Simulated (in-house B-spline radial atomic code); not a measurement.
## Ionising I²⁺ with different functionals

Computed with a B-spline radial code for spherical atoms: scalar-relativistic (spin-free X2C) Hamiltonian, Fermi nucleus of rms radius 4.75 fm, spin-polarised at highest spin, spherical fractional occupations for the functionals, and exact exchange of hybrids averaged over the configuration. The ionisation energy is the difference of two self-consistent energies, [Kr] 4d10 5s2 5p3 → [Kr] 4d10 5s2 5p2, without Breit or QED terms; ε is the level of the shell that loses the electron (its least bound occupied spin orbital). There is no spin-orbit coupling in this Hamiltonian.

```tsv
method	rung	ΔSCF (eV)	-ε(5p) (eV)
PBE0	global hybrid	30.41	26.91
B3LYP	global hybrid	30.27	26.46
TPSSh	global hybrid	30.42	26.18
BHandHLYP	global hybrid	30.24	27.98
r2SCAN0	global hybrid	?	?
B97-1	global hybrid	?	?
HSE06	range-separated hybrid	30.36	26.45
wB97X	range-separated hybrid	30.06	29.11
CAM-B3LYP	range-separated hybrid	30.27	28.13
LC-wPBE	range-separated hybrid	30.44	29.77
```

Task: What does B97-1 give?

Result: ΔSCF 30.23 eV, and -ε(5p) = 26.53 eV.

Task: What does r2SCAN0 give?

Result: ΔSCF 30.73 eV, and -ε(5p) = 27.26 eV.

Task: Among the functionals, which spreads more, the ΔSCF values or the orbital energies?

Result: The orbital energies: ΔSCF values span about 0.68 eV and the orbital energies 3.58 eV; here energy differences depend much less on the functional than eigenvalues do.

Task: How do they compare with the NIST value?

Result: NIST lists 29.57 eV ± 0.025 (measured, ground level to ground level). Errors run from +0.49 to +1.16 eV; wB97X is closest (+0.49 eV), but part of that can be cancellation, since the calculations leave out spin-orbit coupling, Breit-QED terms, multiplet and fine-structure energies.
